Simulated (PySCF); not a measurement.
C4H12Ge (SMILES C[C](C)(C)[GeH3]), singlet, at a GFN2-xTB geometry. Base run: CAMB3LYP/6-31G (PySCF).

Geometry (Å):
```xyz
17

Ge     0.4607     1.0620     0.1267
C     -0.3325    -0.7666    -0.0914
C     -0.5453    -1.3891     1.2841
C      0.6209    -1.6336    -0.9064
C     -1.6692    -0.6511    -0.8160
H      1.7733     1.0205     0.8492
H      0.7112     1.7250    -1.1940
H     -0.4379     1.9726     0.9077
H     -0.9773    -2.3857     1.1929
H      0.4012    -1.4749     1.8171
H     -1.2207    -0.7777     1.8819
H      1.5840    -1.7215    -0.4044
H      0.7868    -1.1997    -1.8920
H      0.2122    -2.6354    -1.0388
H     -1.5351    -0.2021    -1.7997
H     -2.3613    -0.0303    -0.2477
H     -2.1216    -1.6340    -0.9480
```
All else is at PySCF's defaults.
Base energy -2236.25720 Eh.

Variants of this job, named by their change:

```csv
change,ΔE vs base (µEh),SCF cycles,outcome
base,0.0,8,converged
conv_tol = 1e-12,0.0,39,converged
diis_space = 12,0.0,8,converged
DIIS = EDIIS,0.0,48,converged
init_guess = sap,0.0,14,converged
diis_space = 4,0.0,9,converged
init_guess = mod_huckel,0.0,10,converged
solver = newton; init_guess = 1e,-,-,cut at the time limit
DIIS = ADIIS,0.0,10,converged
conv_tol = 1e-11,0.0,10,converged
```
